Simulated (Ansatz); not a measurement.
Reaction (SMILES): Cl[Se]Cl + H+ → Cl[SeH+]Cl
B3LYP-D3(BJ)/def2-TZVP geometries, fixed; electronic energies without zero-point terms; positive where energy is released.

Basis-set convergence of the proton affinity at PBE with Ansatz (a quantum-chemistry and plane-wave program). Cartesian d functions, on some or all atoms, in 3-21G, 6-31G, 6-31G*, 6-31G**, 6-311G**; all else is spherical. The program fits the integrals of some runs and decomposes those of others, by size. The proton sits at the site shown, which need not be the one that binds it best. No added dispersion term, no relativity. Functions are those of the species that has most. Reference: the value in pcseg-4, 170.40 kcal/mol, itself unsure by roughly 0.07 kcal/mol (its mean distance from aug-pcseg-3, aug-cc-pV(Q+d)Z, cc-pV(5+d)Z). Deviations are taken from unrounded values.

```json
[
 {"basis": "STO-3G", "functions": "37", "proton affinity (kcal/mol)": "181.35", "minus reference (kcal/mol)": "10.95"},
 {"basis": "3-21G", "functions": "51", "proton affinity (kcal/mol)": "144.89", "minus reference (kcal/mol)": "-25.51"},
 {"basis": "6-31G", "functions": "57", "proton affinity (kcal/mol)": "146.17", "minus reference (kcal/mol)": "-24.23"},
 {"basis": "6-31G*", "functions": "75", "proton affinity (kcal/mol)": "165.84", "minus reference (kcal/mol)": "-4.56"},
 {"basis": "6-31G**", "functions": "78", "proton affinity (kcal/mol)": "166.98", "minus reference (kcal/mol)": "-3.42"},
 {"basis": "6-311G**", "functions": "104", "proton affinity (kcal/mol)": "166.91", "minus reference (kcal/mol)": "-3.50"}
]
```

Of the sets listed that have larger relatives (same family, alike in diffuse functions), none stays within 2 kcal/mol of the reference together with them.
